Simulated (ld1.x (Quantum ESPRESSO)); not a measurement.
## erbium (Er): ultrasoft pseudisation with PBE, scalar-relativistic reference atom.

ld1.x (Quantum ESPRESSO) 7.5 input, shortened:

```
&input
   title='Er', zed=68., rel=1, dft='PBE', iswitch=3,
   config='[Xe] 4f11 5d1 6s1 6p0'
 /
 &inputp
   pseudotype=3, tm=.true., lloc=-1, rcloc=1.85,
   nlcc=.false.,
   which_augfun='PSQ', rmatch_augfun_nc=.true.
 /
6
5S  1  0   2.00   0.00  1.80  2.20  0.0
6S  2  0   1.00   0.00  1.80  2.20  0.0
5P  2  1   6.00   0.00  1.90  2.20  0.0
6P  3  1   0.00   0.00  1.90  2.20  0.0
5D  3  2   1.00   0.00  2.25  2.90  0.0
5D  3  2   0.00   2.80  2.25  2.90  0.0
 &test
   configts(1)='5s2 5p6 5d1 6s1 6p0'
 /
```

All-electron outer shells of the reference configuration (PBE, scalar-relativistic, ld1.x):

```
shell  level (eV)  outermost node (bohr)  outermost maximum (bohr)
   5s      -62.59                   0.60                      1.10
   5p      -36.32                   0.65                      1.26
   4f      -16.04                      –                      0.51
   6s       -9.80                   1.48                      3.02
   5d       -8.12                   0.73                      1.83
   6p       -5.90                   1.79                      3.93
```

Task: Is the overlap operator S = 1 + Σ q|β⟩⟨β| positive definite (Bessel basis up to 400 Ry)?

Result: No: its lowest eigenvalue is -0.049, in the p channel, so the generalised eigenproblem breaks down once the basis is large enough.

Task: Tests: 5s2 5p6 5d1 6s2 6p0; 5s2 5p6 5d1 6s0 6p0; 5s2 5p6 5d0 6s0 6p0; 5s2 5p6 5d0 6s2 6p0; 5s2 5p6 5d1 6s0 6p1; 5s2 5p6 5d1 6s0 6p2; 5s2 5p6 5d0 6s2 6p1. Which has the largest error in its energy relative to the reference configuration, and how large is it?

Result: 5s2 5p6 5d0 6s2 6p1, with +27 meV (all-electron minus pseudo) on -5.71 eV.

The ghost test of this file was not conclusive. Its overlap operator is not positive definite in a basis up to 400 Ry (lowest eigenvalue p -0.05), so the file is unfit for use: the generalised eigenproblem breaks down once the basis is large enough, and its test numbers describe a broken file.
